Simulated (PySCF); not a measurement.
**Which determinant of PbO⁺ lies lowest?**

Unrestricted PBE0; Pb aug-cc-pVDZ-PP with ECP60, O aug-cc-pVDZ; scalar-relativistic core potentials (PySCF 2.14). Outer shells of the fragments: Pb+ 5d10 6s2 6p1; O 2s2 2p4.

Followed along the bond (rough minima from three points):

| 2Ms+1 | unpaired | ⟨S²⟩ at the start | R at minimum (Å) | Te (eV) |
| --- | --- | --- | --- | --- |
| 2 | π ↑ | 0.76 | 2.11 | 0.00 |
| 2 | σ ↑ | 0.77 | 1.99 | 0.57 |
| 4 | σ ↑, π ↑↑ | 3.76 | none in the scan | ≤ 3.06 |

Solutions found at the starting distance of 2.095 Å, counted from the lowest of them; the search is not exhaustive and high or unbound solutions are not listed, so other states can lie among these:

```csv
2Ms+1,unpaired,term,E (eV),⟨S²⟩,⟨Lz²⟩,μ (D)
2,π ↑,²Π,0.00,0.76,1.02,-2.83
2,σ ↑,²Σ⁺,0.68,0.77,0.00,-3.89
4,"σ ↑, π ↑↑",mixed,3.43,3.76,2.01,0.21
4,"σ ↑, π ↑↑",mixed,3.58,3.76,2.01,0.24
4,π ↑↑↑,⁴Π,3.65,3.76,1.00,2.00
2,"σ ↑, π ↑↓",mixed,3.75,1.76,2.01,0.41
2,π ↑↑↓,mixed,4.44,1.76,3.01,1.99
4,"σ ↑↑, π ↑",⁴Π,5.50,3.76,1.01,1.08
4,"σ ↑, π ↑↑",⁴Σ⁻,5.72,3.75,0.00,2.37
```

A term symbol is given only where ⟨S²⟩ and ⟨Lz²⟩ are close to those of a pure state; real π, δ and φ orbitals otherwise mix terms. A positive dipole points towards O; it is taken about the centre of mass and depends on that origin.

Question: Compare the gap between the two lowest followed solutions at the starting distance with the gap between their minima.

Answer: At PBE0 the second solution (doublet, unpaired electrons σ ↑) lies +0.68 eV from the first (doublet, unpaired electrons π ↑) at 2.095 Å and +0.57 eV at the minima; the two curves relax by different amounts, since their minima lie near 1.99 and 2.11 Å.

Spin–orbit coupling is left out, which matters for elements this heavy, above all for dissociation energies. Counting both spins, an empty level lies below a filled one in some of these solutions, because spin and occupation are held.
